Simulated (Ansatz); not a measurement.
Two members of one family ([Ln(H2O)6]3+), computed with Ansatz in the gas phase; def2 core potentials for Tm, Yb, no spin–orbit coupling. The two geometries come from different levels. HOMO and LUMO are taken over both spins. With an open 4f shell the SCF may have ended above the lowest state. The structures are stationary points that may keep the symmetry of their start.

First: [Tm(H2O)6]3+ (triplet, charge 3, r2SCAN-D4/def2-SVP geometry).

```xyz
19

Tm    0.001   -0.002    0.003
O     1.017    2.013   -0.252
H     1.636    2.290   -0.959
H     0.939    2.804    0.319
O    -1.023   -2.015    0.252
H    -0.946   -2.806   -0.322
H    -1.642   -2.294    0.958
O     1.755   -0.732    1.237
H     2.568   -0.240    1.477
H     1.875   -1.611    1.651
O    -1.753    0.725   -1.235
H    -1.874    1.604   -1.649
H    -2.563    0.230   -1.478
O     1.018   -0.750   -1.880
H     0.687   -0.703   -2.800
H     1.889   -1.190   -1.958
O    -1.015    0.757    1.880
H    -1.881    1.207    1.954
H    -0.687    0.713    2.802
```

```csv
level,HOMO (eV),LUMO (eV),gap (eV)
PBE-D4/def2-SVP,-20.55,-19.89,0.66
PBE-D4/def2-TZVP,-20.73,-20.06,0.67
r2SCAN-D4/def2-TZVP,-20.79,-18.54,2.24
PBE0-D4/def2-SVP,-22.94,-16.14,6.80
PBE0-D4/def2-TZVP,-23.04,-16.17,6.87
```

Metal–donor distances: 6 × O 2.27 Å.

Second: [Yb(H2O)6]3+ (doublet, charge 3, PBE-D4/def2-SVP geometry).

```xyz
19

Yb    0.000    0.002   -0.001
O    -1.494    0.175    1.737
H    -1.478    0.801    2.500
H    -2.261   -0.417    1.928
O     1.499   -0.178   -1.737
H     2.268    0.411   -1.926
H     1.483   -0.805   -2.498
O     1.306   -1.428    1.239
H     1.141   -1.777    2.148
H     2.127   -1.894    0.949
O    -1.309    1.430   -1.240
H    -2.131    1.892   -0.947
H    -1.148    1.779   -2.148
O     1.205    1.778    0.823
H     1.075    2.742    0.651
H     1.928    1.751    1.495
O    -1.205   -1.774   -0.826
H    -1.930   -1.747   -1.495
H    -1.075   -2.738   -0.653
```

Q: Estimate how these quantities change from the first to the second (second minus first).

A: 
| level | Δ HOMO (eV) | Δ LUMO (eV) | Δ gap (eV) |
| --- | --- | --- | --- |
| PBE-D4/def2-SVP | 0.01 | -0.35 | -0.37 |
| PBE-D4/def2-TZVP | 0.01 | -0.34 | -0.35 |
| r2SCAN-D4/def2-TZVP | -0.51 | -1.38 | -0.87 |
| PBE0-D4/def2-SVP | 0.15 | -1.24 | -1.38 |
| PBE0-D4/def2-TZVP | 0.13 | -1.05 | -1.18 |

Metal–donor distances: 6 × O 2.30 Å.
